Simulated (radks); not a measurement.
Initial-state core-level shifts of the arsenic ion As2+ when its valence configuration changes from [Ar] 3d10 4s2 4p1. All-electron calculation, scalar-relativistic Kohn-Sham, LDA (Slater exchange, Perdew-Wang correlation), spin-polarised, spherical densities, finite nucleus; open shells are filled with parallel spins first; Fermi nuclear charge, rms radius 4.0968 fm. Program: a radial shooting solver on a logarithmic mesh with Libxc functionals. Shifts are changes of the shell-averaged eigenvalues in eV (positive: less bound); the change of the density at the nucleus, which sets a Mossbauer isomer shift, is in e/bohr^3, on a base of 3.583e+04.

valence               1s       2s       2p       3p  density at nucleus
3d8 4s2 4p3      -28.271  -31.166  -30.922  -24.188             +28.442
3d9 4s2 4p2      -13.760  -15.122  -15.002  -11.977             +13.675
3d9.5 4s2 4p1.5   -6.785   -7.443   -7.384   -5.956              +6.692
3d10 4s1 4p2      -1.335   -1.302   -1.292   -1.369             -26.639
3d6 4s2 4p5      -60.227  -66.538  -66.066  -49.838             +61.313
